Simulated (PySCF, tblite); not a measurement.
Calculations on `O[CH][C@]12C[C@@H]3[C@H](C1)[C@@H]32` [radical], in the order of a workflow; each names the level of the geometry that it ran on. Settings lines and outputs come from a driver script.

C7H9O (doublet state).
Atom-mapped SMILES: `[OH:1][CH:2][C@:3]12[CH2:4][C@@H:5]3[C@H:6]([CH2:7]1)[C@H:8]23` (hydrogens: H9 on O1; H10 on C2; H11, H12 on C4; H13 on C5; H14 on C6; H15, H16 on C7; H17 on C8)

Step 1: GFN2-xTB geometry optimisation, gas phase (tblite 0.8.0) (from a force-field or distance-geometry start)
```json
{"job": {"kind": "relax", "xc": "GFN2-xTB", "basis": "xTB"}, "charge": 0, "multiplicity": 2}
```
```
step      E/eV     max force
  0    -638.37219    4.748
  1    -638.81651    2.442
  2    -639.03695    1.234
...
 83    -639.58918    0.037
 84    -639.58932    0.029
 85    -639.58941    0.030
 86    -639.58949    0.016
 87    -639.58952    0.009
```

Energy lowered by 28.1 kcal/mol over 87 steps; largest atomic force 0.009 eV/Å at the end. «max force» is the largest atomic force in eV/Å.

Step 2: GFN2-xTB harmonic vibrations, gas phase (tblite 0.8.0) (on the GFN2-xTB geometry)
```json
{"job": {"kind": "ir", "xc": "GFN2-xTB", "basis": "xTB"}, "charge": 0, "multiplicity": 2}
```
```
(table of modes left out)
```

45 modes from 44 to 3512 cm⁻¹ (unscaled, harmonic); zero-point energy 87.0 kcal/mol; all wavenumbers are real at this level.

Step 3: UKS B3LYP, pcH-1 on C H O, non-relativistic, mean-field spin-orbit, GIAO (PySCF 2.14.0) (on the GFN2-xTB geometry)
```json
{"job": {"kind": "epr", "basis": "pcH-1"}, "charge": 0, "multiplicity": 2}
```
```
...
E = -347.24708457 Eh   <S^2> = 0.7543 (exact 0.7500)
g shifts (ppm)      1          2          3
  rmc          -199       -199       -199
  gc              4         50         37
  oz_so           3        914       1969
  total        -192        765       1808
hyperfine (MHz)  atom isotope    a_iso     a_fc   dipolar eigenvalues
    0   17O     -21.51     -21.51    -66.62     32.01     34.60
    1   13C      96.61      96.61    -73.27    -72.11    145.38
    2   13C     -31.98     -31.98     -5.18     -0.26      5.44
    3   13C      23.36      23.36     -1.48     -0.70      2.18
    4   13C      -4.62      -4.62     -0.79     -0.13      0.92
    5   13C      -3.89      -3.89     -0.93      0.01      0.92
    6   13C      37.63      37.63     -2.28     -1.69      3.97
    7   13C     112.05     112.05    -11.08    -10.30     21.38
    8    1H     -12.23     -12.23    -13.21     -8.94     22.15
    9    1H     -53.15     -53.15    -33.88     -1.18     35.06
   10    1H      -1.75      -1.75     -2.68     -2.20      4.87
   11    1H      -2.47      -2.47     -2.59     -1.59      4.18
   12    1H       0.52       0.52     -1.24     -0.70      1.94
   13    1H       0.17       0.17     -1.39     -0.66      2.05
   14    1H      -1.83      -1.83     -2.65     -1.68      4.33
...
```

⟨S²⟩ 0.754; g_iso 2.0031. rmc, gc and oz_so are the mass-correction, gauge-correction and orbital-Zeeman/spin–orbit parts of the g shift along its three principal axes; a_iso is the isotropic hyperfine coupling and a_fc its Fermi-contact part. The log counts atoms from 0, this text from 1.

Task: Which step took the most CPU time, and about what did each take on an Intel Xeon at 2.50 GHz with one thread (shared host)?

Result: Step 3, about 98 % of the total. CPU time by step: 1: 1.4 s, 2: 1.4 s, 3: 2.7 min.

Geometry of the electronic-property runs (GFN2-xTB):
```
atom  x, y, z in Å
O1     2.7898    0.6499    0.1416
C2     1.5572    1.1353   -0.2049
C3     0.3407    0.3794   -0.0355
C4    -1.0307    1.0631   -0.1947
C5    -1.5668   -0.2931   -0.5981
C6    -0.8533   -1.3248    0.2574
C7     0.1015   -0.5728    1.1598
C8    -0.2144   -0.7980   -0.9881
H9     2.6756   -0.1512    0.6671
H10    1.6133    1.9842   -0.8623
H11   -1.0450    1.7709   -1.0206
H12   -1.4417    1.5296    0.7010
H13   -2.5126   -0.4941   -1.0723
H14   -1.2565   -2.3079    0.4339
H15   -0.2997   -0.1126    2.0641
H16    0.9679   -1.1828    1.4167
H17    0.1678   -1.2633   -1.8750
```

 (This holds for the electronic-property runs.)

One conformer stands for the species.
